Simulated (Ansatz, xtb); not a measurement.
Two isomers of C5H3BF2O

Structure X: `CC#CC(=C=O)B(F)F`, a singlet. Structure Y: `O=C=CC#CCB(F)F`, a singlet. Both are isolated molecules in the gas phase, relaxed with r2SCAN-D4/def2-SVP; the shapes shown needn't be the lowest conformers.

X (Å):

```xyz
12

C     1.7688    0.6208    1.4526
C     0.4279    0.4409    0.9252
C    -0.6956    0.2840    0.4802
C    -1.9978    0.0631   -0.0569
C    -2.9716    0.9691    0.1252
B    -2.4012   -1.1855   -0.8664
F    -3.6373   -1.3178   -1.3341
F    -1.5313   -2.1458   -1.1114
O    -3.8355    1.7261    0.2612
H     2.2628    1.5021    1.0114
H     2.3957   -0.2579    1.2307
H     1.7579    0.7536    2.5470
```

Y (Å):

```yaml
atoms:
  - { symbol: C, position_ang: [-2.7297, -2.5088, -0.5713] }
  - { symbol: C, position_ang: [-2.4599, -1.2118, -0.4178] }
  - { symbol: C, position_ang: [-1.5911, -0.7369, 0.5936] }
  - { symbol: C, position_ang: [-0.8453, -0.3117, 1.4610] }
  - { symbol: C, position_ang: [0.0469, 0.1621, 2.5012] }
  - { symbol: B, position_ang: [0.6568, -0.9593, 3.4189] }
  - { symbol: F, position_ang: [0.3836, -2.2409, 3.2756] }
  - { symbol: F, position_ang: [1.4882, -0.6219, 4.3928] }
  - { symbol: O, position_ang: [-2.9750, -3.6353, -0.7183] }
  - { symbol: H, position_ang: [-2.9543, -0.5349, -1.1275] }
  - { symbol: H, position_ang: [0.9015, 0.7297, 2.0816] }
  - { symbol: H, position_ang: [-0.4563, 0.8842, 3.1752] }
```

Quicker runs give these differences E(Y) − E(X): GFN2-xTB +0.449 eV; HF/STO-3G +0.596 eV (at GFN2-xTB geometries); r2SCAN-D4/def2-SVP//GFN2-xTB +0.546 eV.

Estimate E(Y) − E(X) at the level CCSD(T)/def2-SVP + ΔMP2/def2-TZVPP.

Calculated at CCSD(T)/def2-SVP + ΔMP2/def2-TZVPP: E(Y) − E(X) = +0.519 eV, so structure X lies lower.

Level by level:

| level | geometry | E(Y) − E(X) (eV) | departure from the last row (eV) | job, with rough time for the two |
| --- | --- | --- | --- | --- |
| GFN2-xTB | GFN2-xTB | +0.449 | −0.069 | optimisation, 0.28 s |
| HF/STO-3G | GFN2-xTB | +0.596 | +0.077 | single point, 0.4 s |
| r2SCAN-D4/def2-SVP//GFN2-xTB | GFN2-xTB | +0.546 | +0.028 | single point, 3.5 s |
| r2SCAN-D4/def2-SVP | r2SCAN-D4/def2-SVP | +0.533 | +0.014 | optimisation, 68 s |
| HF/def2-SVP | r2SCAN-D4/def2-SVP | +0.539 | +0.020 | part of the CCSD(T) run |
| MP2/def2-SVP | r2SCAN-D4/def2-SVP | +0.591 | +0.073 | part of the CCSD(T) run |
| CCSD(T)/def2-SVP | r2SCAN-D4/def2-SVP | +0.556 | +0.037 | single point |
| CCSD(T)/def2-SVP + ΔMP2/def2-TZVPP | r2SCAN-D4/def2-SVP | +0.519 |  | single point, 94 s |

As drawn, both hold the same kinds of bond in the same numbers. Structure X has 1 methyl group, Y 0.

The levels shown agree on the order. The largest departure from CCSD(T)/def2-SVP + ΔMP2/def2-TZVPP is that of HF/STO-3G, 0.077 eV. The last row adds to CCSD(T) the change of the MP2 difference between the two basis sets, here −0.037 eV.

With thermal terms from frequencies at re-optimised GFN2-xTB minima (ideal gas, soft modes damped towards free rotors, one conformer each, 298.15 K, 1 atm): the zero-point term adds −0.035 eV; ΔH is +0.479 and ΔG +0.491 eV.

The correlated steps freeze 9 core orbitals. Programs: Ansatz 0.2.0, xtb 6.7.1; the last row on 4 threads of Arm Neoverse V1 on a shared host.
